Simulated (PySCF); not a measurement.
Highest occupied level (eV) of eight silicon and germanium compounds: PBE beside r2SCAN, computed with PySCF for isolated molecules in the bases named; differences from unrounded values. The eight are the first of their class met in an unordered collection, after screening for sound electronic states; none was chosen by its value. Each molecule has one DFT geometry for both levels.

```tsv
molecule	basis	r2SCAN
ethenoxy(methyl)silane (C₃H₈OSi), SMILES [SiH2](OC=C)C	def2-TZVP	-5.86
1-hydroxysiletane (C₃H₈OSi), SMILES O[SiH]1CCC1	def2-TZVP	-6.72
CH5F2NOSi, SMILES [Si](CN)(F)(O)F	def2-TZVP	-5.83
C₂H₁₀Si₂, SMILES CC[SiH2][SiH3]	def2-TZVP	-7.07
C₂H₆ClFSi₂, SMILES C=C(F)[Si@H]([SiH3])Cl	def2-TZVP	-6.83
C₃H₁₀OSi₂, SMILES C[Si@@H]1C[SiH2]CO1	def2-TZVP	-6.35
Ge(F)3(SiH3) (F₃GeH₃Si), SMILES [F][Ge]([F])([SiH3])[F]	def2-TZVP	-8.72
C2H4N2OSi, SMILES O[SiH]1N=CC=N1	def2-TZVP	-6.58
```

Question: Estimate the PBE values and say how PBE differs from r2SCAN over the set. (The exact figures need the calculation; the answer reports its results.)

Answer: 
```json
[
 {"molecule": "ethenoxy(methyl)silane (C₃H₈OSi), SMILES [SiH2](OC=C)C", "PBE": "-5.64", "difference": "0.22"},
 {"molecule": "1-hydroxysiletane (C₃H₈OSi), SMILES O[SiH]1CCC1", "PBE": "-6.43", "difference": "0.29"},
 {"molecule": "CH5F2NOSi, SMILES [Si](CN)(F)(O)F", "PBE": "-5.56", "difference": "0.28"},
 {"molecule": "C₂H₁₀Si₂, SMILES CC[SiH2][SiH3]", "PBE": "-6.82", "difference": "0.25"},
 {"molecule": "C₂H₆ClFSi₂, SMILES C=C(F)[Si@H]([SiH3])Cl", "PBE": "-6.60", "difference": "0.24"},
 {"molecule": "C₃H₁₀OSi₂, SMILES C[Si@@H]1C[SiH2]CO1", "PBE": "-6.07", "difference": "0.28"},
 {"molecule": "Ge(F)3(SiH3) (F₃GeH₃Si), SMILES [F][Ge]([F])([SiH3])[F]", "PBE": "-8.36", "difference": "0.36"},
 {"molecule": "C2H4N2OSi, SMILES O[SiH]1N=CC=N1", "PBE": "-6.30", "difference": "0.28"}
]
```
PBE lies below r2SCAN in 0 and above it in 8 of the eight; the mean signed difference is 0.28 and the largest 0.36 eV.
